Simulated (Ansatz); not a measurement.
Input for Ansatz (development build ahead of 0.2.0):

```yaml
crystal:
  periodic: [false, false, false]
  atoms:
    - { symbol: Ni, position_ang: [0.0, 0.0, 0.0] }
    - { symbol: C, position_ang: [0.0, 0.0, 2.4465] }
basis:
  gaussian: { orbitals: pcseg-2 }
magnetization:
  spin_polarized: true
hamiltonian:
  xc: pbe0
```

The input is written out in the form of the current development build from the run's settings.

The run gave:

* Converged: yes
* Total energy: -1545.91831 hartree
* Spin squared of the determinant: 1.558
* Stability test: minimum

Caution: another spin multiplicity may lie lower; the unrestricted determinant is a mixture of spin states.
